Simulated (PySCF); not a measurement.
B(Cl)(F)(SeH) (BClFHSe), SMILES FB(Cl)[SeH]. Geometry optimised at PBE0-D3(BJ)/def2-SVP. The values are those of a single conformer.

Calculation: PBE0-D3(BJ)/def2-SVP run with PySCF.

Harmonic wavenumbers (cm⁻¹): 190, 310, 340, 482, 493, 719, 976, 1340, 2459. Rotational constants (GHz): 6.213, 1.869, 1.437; symmetry number 1.

Q: Work out the zero-point energy and the ideal-gas rigid-rotor harmonic-oscillator thermochemistry at 298.15 K and 1 atm.

A: ZPE = ½ Σ hcν = ½ × 7309 cm⁻¹ = 43.72 kJ/mol. H − E(el) = 58.83 kJ/mol. Entropy in J/(mol K): translation 170.83, rotation 114.46, vibration 27.58, total 312.88. G − E(el) = -34.45 kJ/mol. Cp = 70.86 J/(mol K).
